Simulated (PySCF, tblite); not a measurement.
Isomers of CH11NO2Si3, one GFN2-xTB conformer each. Single-point energies are computed at PBE0/pcSseg-1 (PySCF, gas phase, no added dispersion term), electronic only.

```tsv
SMILES	GFN2-xTB relative energy (kJ/mol)
CN[SiH2]O[SiH2]O[SiH3]	0.0
NC[SiH2]O[SiH2]O[SiH3]	106.9
```

Conformers: `[CH3:1][NH:2][SiH2:3][O:4][SiH2:5][O:6][SiH3:7]` with C1–N2–Si3–O4 48°, N2–Si3–O4–Si5 -55°, Si3–O4–Si5–O6 -22°, O4–Si5–O6–Si7 -11°; `[NH2:1][CH2:2][SiH2:3][O:4][SiH2:5][O:6][SiH3:7]` with H–N1–C2–Si3 60° and -57°, N1–C2–Si3–O4 49°, C2–Si3–O4–Si5 -52°, Si3–O4–Si5–O6 -26°, O4–Si5–O6–Si7 -16°.

Q: What does PBE0/pcSseg-1 give for the same structures?

A: 
| SMILES | PBE0/pcSseg-1 E (Eh) | PBE0/pcSseg-1 (kJ/mol) | GFN2-xTB (kJ/mol) | point group |
| --- | --- | --- | --- | --- |
| CN[SiH2]O[SiH2]O[SiH3] | -1117.86437 | 0.0 | 0.0 | C1 |
| NC[SiH2]O[SiH2]O[SiH3] | -1117.83961 | 65.0 | 106.9 | C1 |

Both levels put the same isomer lowest. As drawn, the higher has an Si–C bond, which the lower lacks.

Q: Which frontier levels, dipoles and rotational constants go with these structures?

A: 
| SMILES | HOMO (eV, PBE0/pcSseg-1) | LUMO (eV) | dipole (D) | A, B, C (MHz) |
| --- | --- | --- | --- | --- |
| CN[SiH2]O[SiH2]O[SiH3] | -6.82 | 0.26 | 1.80 | 1850, 977.7, 774.3 |
| NC[SiH2]O[SiH2]O[SiH3] | -6.55 | 0.05 | 0.97 | 1825, 973.6, 775.3 |

Q: What happens when harmonic zero-point energies from GFN2-xTB frequencies are added?

A: 
| SMILES | ZPE (kJ/mol) | electronic (kJ/mol) | with ZPE (kJ/mol) |
| --- | --- | --- | --- |
| CN[SiH2]O[SiH2]O[SiH3] | 313.6 | 0.0 | 0.0 |
| NC[SiH2]O[SiH2]O[SiH3] | 314.7 | 65.0 | 66.1 |

The zero-point energies span 1.1 kJ/mol. The order is unchanged.
